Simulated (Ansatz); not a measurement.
A run for Ansatz (a first-principles code): R-HF/def2-TZVPP on BH3O (SMILES BO).

Ansatz 0.2 input:
```yaml
crystal:
  periodic: [false, false, false]
  atoms:
    - {symbol: B, position_ang: [-0.68427830, 0.18040818, -0.00109091]}
    - {symbol: O, position_ang: [0.58765033, -0.24515569, 0.00156380]}
    - {symbol: H, position_ang: [-1.54209871, -0.64313586, 0.00483568]}
    - {symbol: H, position_ang: [-0.93612518, 1.34882928, -0.00915015]}
    - {symbol: H, position_ang: [1.23580714, 0.43448726, -0.00331299]}
basis:
  gaussian:
    orbitals: def2-TZVPP
hamiltonian:
  xc: {name: HF}
accuracy: high
phonons: {}
scf: {lower_state_search: off}
```

Q: What total energy does the run end on?

A: -101.3735 hartree.

Q: How many basis functions does it have, and what does it roughly cost on one machine?

A: 104 functions; very roughly 50 core-seconds.
